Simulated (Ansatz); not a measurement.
Start from `S[SiH2]Cl` and change one atom or group to get `Cl[SiH2][SbH2]`.

Ansatz, PBE0-D4/def2-TZVP geometries, multiplicity 1. Each molecule was computed in one conformer, which needn't be the lowest.

Elements past krypton have def2 core potentials.

```json
{"property": "HOMO energy (PBE0/def2-TZVPP) / eV", "`S[SiH2]Cl`": "-7.93"}
{"property": "HOMO energy (B3LYP/def2-TZVPP) / eV", "`S[SiH2]Cl`": "-7.66"}
{"property": "HOMO energy (ωB97M-V/def2-TZVPP) / eV", "`S[SiH2]Cl`": "-10.12"}
{"property": "LUMO energy (PBE/def2-TZVPP) / eV", "`S[SiH2]Cl`": "-0.94"}
{"property": "HOMO–LUMO gap (PBE/def2-TZVPP) / eV", "`S[SiH2]Cl`": "5.75"}
{"property": "HOMO–LUMO gap (B3LYP/def2-TZVPP) / eV", "`S[SiH2]Cl`": "7.41"}
```

Question: Give the same properties after the change, and the shifts. (An estimate is asked.)

Answer: The calculation gave: 
```
                             property  `Cl[SiH2][SbH2]`  shift
   HOMO energy (PBE0/def2-TZVPP) / eV             -7.35   0.58
  HOMO energy (B3LYP/def2-TZVPP) / eV             -7.16   0.50
HOMO energy (ωB97M-V/def2-TZVPP) / eV             -9.32   0.80
    LUMO energy (PBE/def2-TZVPP) / eV             -1.62  -0.68
  HOMO–LUMO gap (PBE/def2-TZVPP) / eV              4.73  -1.02
HOMO–LUMO gap (B3LYP/def2-TZVPP) / eV              6.08  -1.33
```

With PBE0 the HOMO rises by 0.58 eV and the LUMO falls by 0.87 eV, so the gap narrows by about 1.45 eV. PBE moves the HOMO by 0.34 eV and ωB97M-V by 0.80 eV. The zero-point energy changes by 10.3 kJ/mol with +3 modes.

B3LYP here is the variant with VWN-RPA as its local correlation; programs differ in this.

Spin–orbit coupling is left out; it splits and shifts lone-pair levels of the heavy atoms by tenths of an eV.
